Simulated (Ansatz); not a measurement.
A run for Ansatz (an electronic-structure program): U-PBE0/def2-TZVPP on SbP, 2S+1 = 5, a spin state set in the input, which need not be the lowest. Elements past Kr take the def2 small-core potentials; no spin–orbit coupling.

Ansatz 0.2 input:
```yaml
crystal:
  periodic: [false, false, false]
  atoms:
    - {symbol: P, position_ang: [0.00000000, 0.00000000, 0.00000000]}
    - {symbol: Sb, position_ang: [0.00000000, 0.00000000, 2.33700000]}
basis:
  gaussian:
    orbitals: def2-TZVPP
hamiltonian:
  xc: {name: PBE0}
magnetization: {spin_polarized: true, initial_magnetization: 4}
relax: {f_tol: 0.002, max_steps: 120}
```

Program output:

```
WARN ansatz: RAYON_NUM_THREADS=2 ignored (pool sized by the plan → 2); use --threads N
Functional definition: PBE0
integrals: 0.02 GiB planned
741 factors; their error is unknown
mean field: 0.33 GiB planned
mean field evaluation 1: about -15819.7343 eV, gradient 6.0e0 eV
mean field evaluation 2: about -15819.9287 eV, gradient 3.8e0 eV
mean field evaluation 4: about -15820.0066 eV, gradient 5.0e-1 eV
mean field evaluation 8: about -15820.1984 eV, gradient 5.9e-2 eV
mean field evaluation 16: about -15820.1984 eV, gradient 5.4e-5 eV
mean field -15820.19842101 eV, -581.3815686566 hartree, gradient 5.5e-6 eV, S^2 6.013558; 1 other end points of the search recorded, 0 dependent functions left out
the calculation of the forces begins
reference -15820.19844501 eV, -581.3815695386 hartree; 21, 17 occupied and 71, 75 virtual orbitals, 741 factors
relax step   1: F+E_penalty+E_count = -15820.19842101 eV  Δ(F+E_penalty+E_count) = +0.000e0 eV  max|allowed force component| = 4.143e0 eV/Å  Δτ_max = 0.0000 Å  (40 SCF iters, accepted)
these checks for a lower state are left out or cut short: starts, cluster_reference, orbital_swaps, neighbouring_geometries, increment
integrals: 0.02 GiB planned
741 factors; their error is unknown
mean field: 0.33 GiB planned
mean field evaluation 32: about -15820.7113 eV, gradient 1.3e-5 eV
mean field -15820.71126756 eV, -581.4004154197 hartree, gradient 1.3e-5 eV, S^2 6.012144; 0 other end points of the search recorded, 0 dependent functions left out
the calculation of the forces begins
reference -15820.71129219 eV, -581.4004163248 hartree; 21, 17 occupied and 71, 75 virtual orbitals, 741 factors
relax step   2: F+E_penalty+E_count = -15820.71126756 eV  Δ(F+E_penalty+E_count) = -5.128e-1 eV  max|allowed force component| = 3.778e-1 eV/Å  Δτ_max = 0.1776 Å  (41 SCF iters, accepted)
these checks for a lower state are left out or cut short: starts, cluster_reference, orbital_swaps, neighbouring_geometries, increment
integrals: 0.02 GiB planned
741 factors; their error is unknown
mean field: 0.33 GiB planned
mean field -15820.72091243 eV, -581.4007698622 hartree, gradient 7.1e-6 eV, S^2 6.012309; 0 other end points of the search recorded, 0 dependent functions left out
the calculation of the forces begins
reference -15820.72093699 eV, -581.4007707647 hartree; 21, 17 occupied and 71, 75 virtual orbitals, 741 factors
relax step   3: F+E_penalty+E_count = -15820.72091243 eV  Δ(F+E_penalty+E_count) = -9.645e-3 eV  max|allowed force component| = 9.720e-2 eV/Å  Δτ_max = 0.0200 Å  (36 SCF iters, accepted)
these checks for a lower state are left out or cut short: starts, cluster_reference, orbital_swaps, neighbouring_geometries, increment
integrals: 0.02 GiB planned
741 factors; their error is unknown
mean field: 0.33 GiB planned
mean field -15820.72152525 eV, -581.4007923829 hartree, gradient 7.6e-6 eV, S^2 6.012367; 0 other end points of the search recorded, 0 dependent functions left out
the calculation of the forces begins
reference -15820.72154979 eV, -581.4007932846 hartree; 21, 17 occupied and 71, 75 virtual orbitals, 741 factors
relax step   4: F+E_penalty+E_count = -15820.72152525 eV  Δ(F+E_penalty+E_count) = -6.128e-4 eV  max|allowed force component| = 9.715e-3 eV/Å  Δτ_max = 0.0069 Å  (36 SCF iters, accepted)
these checks for a lower state are left out or cut short: starts, cluster_reference, orbital_swaps, neighbouring_geometries, increment
integrals: 0.02 GiB planned
741 factors; their error is unknown
mean field: 0.33 GiB planned
mean field -15820.72153097 eV, -581.4007925931 hartree, gradient 8.0e-6 eV, S^2 6.012361; 0 other end points of the search recorded, 0 dependent functions left out
the calculation of the forces begins
reference -15820.72155551 eV, -581.4007934949 hartree; 21, 17 occupied and 71, 75 virtual orbitals, 741 factors
relax step   5: F+E_penalty+E_count = -15820.72153097 eV  Δ(F+E_penalty+E_count) = -5.720e-6 eV  max|allowed force component| = 2.042e-3 eV/Å  Δτ_max = 0.0007 Å  (37 SCF iters, accepted)
these checks for a lower state are left out or cut short: starts, cluster_reference, orbital_swaps, neighbouring_geometries, increment
integrals: 0.02 GiB planned
741 factors; their error is unknown
mean field: 0.33 GiB planned
mean field evaluation 64: about -15820.7215 eV, gradient 7.9e-6 eV
mean field -15820.72153124 eV, -581.4007926029 hartree, gradient 7.9e-6 eV, S^2 6.012362; 0 other end points of the search recorded, 0 dependent functions left out
the calculation of the forces begins
reference -15820.72155578 eV, -581.4007935046 hartree; 21, 17 occupied and 71, 75 virtual orbitals, 741 factors
relax step   6: F+E_penalty+E_count = -15820.72153124 eV  Δ(F+E_penalty+E_count) = -2.653e-7 eV  max|allowed force component| = 4.427e-6 eV/Å  Δτ_max = 0.0001 Å  (37 SCF iters, accepted)
integrals: 0.02 GiB planned
741 factors; their error is unknown
mean field: 0.33 GiB planned
mean field -15820.72153124 eV, -581.4007926029 hartree, gradient 7.9e-6 eV, S^2 6.012362; 2 other end points of the search recorded, 0 dependent functions left out
the calculation of the forces begins
reference -15820.72155578 eV, -581.4007935046 hartree; 21, 17 occupied and 71, 75 virtual orbitals, 741 factors
Total energy: -15820.72155578 eV, -581.4007935046 hartree
Atom 0 at    -0.000000    -0.000000    -0.151240 Å, force     0.000000     0.000000     0.000004 eV/Å
Atom 1 at     0.000000     0.000000     2.488240 Å, force    -0.000000    -0.000000    -0.000004 eV/Å
Dipole moment:    -0.000000     0.000000     0.159567 e Å
```

The run converged.

Cost: very roughly 18 core-seconds.
